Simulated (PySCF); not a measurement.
# Spin states and ions at one geometry of [ReO3(H2O)2]+

PySCF 2.14.0, RKS TPSS, Re def2-SVP with ECP60, O def2-SVP, H def2-SVP; non-relativistic Hamiltonian with scalar-relativistic core potentials where named; density fitting; no spin-orbit coupling; singlets restricted, open shells unrestricted. The geometry is relaxed for charge +1, singlet, vacuum:

```xyz
10

Re    0.0329    0.1586    0.1018
O     0.5361   -0.1667    1.7008
O     1.3714   -0.0916   -0.9289
O    -0.3035    1.8336    0.0458
O    -1.9790   -0.1277   -0.5830
H    -2.3709   -0.9940   -0.8268
H    -2.5860    0.6149   -0.7977
O    -0.3971   -2.1112   -0.1217
H    -0.3954   -2.6187    0.7201
H     0.2457   -2.5715   -0.7063
```

Energies count from the relaxed state; an electron taken off or put on is at rest in vacuum. Charges and spins are Mulliken's.

```
                     state  energy (eV)  spin squared  charge on Re1 (e)  spin on Re1 (e)  dipole about the centre of mass (D)
charge +1, singlet, vacuum         0.00          0.00               1.20             0.00                                 9.65
charge +2, doublet, vacuum        16.17          0.78               1.40            -0.20                                 8.50
 charge 0, doublet, vacuum        -5.86          0.75               0.85             0.69                                 8.66
```

What does the state charge +1, triplet, vacuum give?

energy (eV) 3.39, spin squared 2.01, charge on Re1 (e) 1.09, spin on Re1 (e) 0.62, dipole about the centre of mass (D) 8.67.

With an electron taken off (doublet) the charges change, summed by element, by Re +0.19 e, O +0.67 e, H +0.14 e. The vertical ionisation energy is 16.17 eV, against −ε(HOMO) = 12.77 eV of the relaxed state. The level lies 3.4 eV too high, as is usual for semilocal functionals and global hybrids, which keep a self-interaction error.

With an electron put on (doublet) the charges change, summed by element, by Re -0.35 e, O -0.35 e, H -0.30 e. The vertical electron affinity is 5.86 eV, against −ε(LUMO) = 8.99 eV of the relaxed state.

Open shells may have lower solutions than those found. Hard to converge, so the more doubtful: charge +2, doublet, vacuum.

No frequency check is given that shows the relaxed geometry to be a minimum.
